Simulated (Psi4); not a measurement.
BBr₃ (SMILES BrB(Br)Br), singlet, geometry from GFN2-xTB; Psi4 with HF/STO-3G.

Input for Psi4:
```
memory 2 GB

molecule mol {
0 1
B     0.018083   -0.019782   -0.037610
Br   -1.507311   -1.111182   -0.137553
Br    0.019712    1.666704   -0.864490
Br    1.485016   -0.552696    1.007416
}

set {
  basis sto-3g
  reference rhf
  scf_type pk
  puream true
  d_convergence 1e-8
}

energy('scf')
print_variables()
```

Output, abridged:

```
   => Loading Basis Set <=

    Name: STO-3G
    Role: ORBITAL
    Keyword: BASIS

         ---------------------------------------------------------
                                   SCF
               by Justin Turney, Rob Parrish, Andy Simmonett
                          and Daniel G. A. Smith
                              RHF Reference
         ---------------------------------------------------------

  ==> Geometry <==

    Molecular point group: c1
    Full point group: C1

    Geometry (in Angstrom), charge = 0, multiplicity = 1:

       Center              X                  Y                   Z               Mass
    ------------   -----------------  -----------------  -----------------  -----------------
         B            0.018102231168    -0.019803137602    -0.037650232804    11.009305360000
         BR          -1.507291768832    -1.111203137602    -0.137593232804    78.918337600000
         BR           0.019731231168     1.666682862398    -0.864530232804    78.918337600000
         BR           1.485035231168    -0.552717137602     1.007375767196    78.918337600000

  Running in c1 symmetry.

  Rotational constants: A =      0.04039  B =      0.04039  C =      0.02020 [cm^-1]
  Rotational constants: A =   1210.83795  B =   1210.83719  C =    605.45451 [MHz]
  Nuclear repulsion =  745.880457373080048

  Charge       = 0
  Multiplicity = 1
  Electrons    = 110
  Nalpha       = 55
  Nbeta        = 55

  ==> Algorithm <==

  SCF Algorithm Type is PK.
  DIIS enabled.
  MOM disabled.
  Fractional occupation disabled.
  Guess Type is SAD.
  Energy threshold   = 1.00e-06
  Density threshold  = 1.00e-08
  Integral threshold = 1.00e-12

  ==> Primary Basis <==

  Basis Set: STO-3G
    Blend: STO-3G
    Number of shells: 27
    Number of basis functions: 59
    Number of Cartesian functions: 62
    Spherical Harmonics?: true
    Max angular momentum: 2

  ==> Integral Setup <==

  Using in-core PK algorithm.
   Calculation information:
      Number of atoms:                   4
      Number of AO shells:              27
      Number of primitives:             81
      Number of atomic orbitals:        62
      Number of basis functions:        59

      Integral cutoff                 1.00e-12
      Number of threads:                 1

  Performing in-core PK
  Using 3134670 doubles for integral storage.
  We computed 34089 shell quartets total.
  Whereas there are 71631 unique shell quartets.

  ==> DiskJK: Disk-Based J/K Matrices <==

    J tasked:                  Yes
    K tasked:                  Yes
    wK tasked:                  No
    Schwarz Cutoff:          1E-12

  Minimum eigenvalue in the overlap matrix is 2.8745971078E-01.
  Reciprocal condition number of the overlap matrix is 1.5192848902E-01.
    Using symmetric orthogonalization.

  ==> Pre-Iterations <==

  SCF Guess: Superposition of Atomic Densities via on-the-fly atomic UHF (no occupation information).

   -------------------------
    Irrep   Nso     Nmo
   -------------------------
     A         59      59
   -------------------------
    Total      59      59
   -------------------------

  ==> Iterations <==

                        Total Energy        Delta E     RMS |[F,P]|

   @RHF iter SAD: -7654.11206894272345   -7.65411e+03   0.00000e+00
   @RHF iter   1: -7658.21147922453929   -4.09941e+00   9.73601e-03 DIIS/ADIIS
   @RHF iter   2: -7658.41874621748866   -2.07267e-01   5.47853e-03 DIIS/ADIIS
   @RHF iter   3: -7658.49618272393400   -7.74365e-02   4.70682e-04 DIIS/ADIIS
   @RHF iter   4: -7658.49697153297075   -7.88809e-04   9.33039e-05 DIIS
   @RHF iter   5: -7658.49704027459302   -6.87416e-05   2.09551e-05 DIIS
   @RHF iter   6: -7658.49704403918804   -3.76460e-06   2.04725e-06 DIIS
   @RHF iter   7: -7658.49704406173078   -2.25427e-08   1.96337e-07 DIIS
   @RHF iter   8: -7658.49704406191813   -1.87356e-10   1.24980e-08 DIIS
   @RHF iter   9: -7658.49704406191813    0.00000e+00   2.52033e-09 DIIS
  Energy and wave function converged.

  ==> Post-Iterations <==

    Orbital Energies [Eh]
    ---------------------

    Doubly Occupied:

       1A   -484.508319     2A   -484.508319     3A   -484.508319
       4A    -63.234128     5A    -63.234107     6A    -63.234107
       7A    -57.783765     8A    -57.783763     9A    -57.783763
      10A    -57.782261    11A    -57.782259    12A    -57.782259
      13A    -57.781922    14A    -57.781919    15A    -57.781919
      16A     -9.178592    17A     -9.178592    18A     -9.178581
      19A     -7.533106    20A     -6.928811    21A     -6.928739
      22A     -6.928739    23A     -6.919107    24A     -6.918976
      25A     -6.918976    26A     -6.917477    27A     -6.917205
      28A     -6.917205    29A     -2.285865    30A     -2.285865
      31A     -2.285586    32A     -2.282855    33A     -2.282275
      34A     -2.282275    35A     -2.280741    36A     -2.280741
      37A     -2.280535    38A     -2.271584    39A     -2.271583
      40A     -2.271583    41A     -2.271510    42A     -2.271508
      43A     -2.271508    44A     -0.981097    45A     -0.891724
      46A     -0.891724    47A     -0.561992    48A     -0.472593
      49A     -0.472593    50A     -0.424914    51A     -0.342543
      52A     -0.342543    53A     -0.340491    54A     -0.340491
      55A     -0.327665

    Virtual:

      56A      0.193329    57A      0.380080    58A      0.483981
      59A      0.483981

    Final Occupation by Irrep:
              A
    DOCC [    55 ]
    NA   [    55 ]
    NB   [    55 ]

  @RHF Final Energy: -7658.49704406191813

   => Energetics <=

    Nuclear Repulsion Energy =            745.8804573730800485
    One-Electron Energy =              -12206.3517730605708493
    Two-Electron Energy =                3801.9742716255732375
    Total Energy =                      -7658.4970440619181318

Computation Completed

Properties will be evaluated at   0.000000,   0.000000,   0.000000 [a0]

Properties computed using the SCF density matrix

 Multipole Moments:

 ------------------------------------------------------------------------------------
     Multipole            Electronic (a.u.)      Nuclear  (a.u.)        Total (a.u.)
 ------------------------------------------------------------------------------------

 L = 1.  Multiply by 2.5417464519 to convert [e a0] to [Debye]
 Dipole X            :          0.0168018            0.0040165            0.0208183
 Dipole Y            :         -0.0183799           -0.0043939           -0.0227738
 Dipole Z            :         -0.0349457           -0.0083537           -0.0432994
 Magnitude           :                                                    0.0531684

 ------------------------------------------------------------------------------------

  Variable Map:
  ----------------------------------------------------------------------------
  "CURRENT ENERGY"           =>   -7658.497044061918
  "CURRENT REFERENCE ENERGY" =>   -7658.497044061918
  "DD SOLVATION ENERGY"      =>       0.000000000000
  "HF KINETIC ENERGY"        =>    7657.954937468872
  "HF POTENTIAL ENERGY"      =>  -15316.451981530790
  "HF TOTAL ENERGY"          =>   -7658.497044061918
  "HF VIRIAL RATIO"          =>       2.000070789995
  "NUCLEAR REPULSION ENERGY" =>     745.880457373080
  "ONE-ELECTRON ENERGY"      =>  -12206.351773060571
  "PCM POLARIZATION ENERGY"  =>       0.000000000000
  "PE ENERGY"                =>       0.000000000000
  "SCF ITERATION ENERGY"     =>   -7658.497044061918
  "SCF ITERATIONS"           =>       9.000000000000
  "SCF TOTAL ENERGY"         =>   -7658.497044061918
  "TWO-ELECTRON ENERGY"      =>    3801.974271625573

  Array Variable Map:
  ----------------------------------------------------------------------------
  "CURRENT DIPOLE"           =>       0.020818259115 ... -0.043299390445 1 by 3
  "SCF DIPOLE"               =>       0.020818259115 ... -0.043299390445 1 by 3
  "SCF TOTAL ENERGIES"       =>   -7654.112068942723 ... -7658.497044061918 1 by 10
```
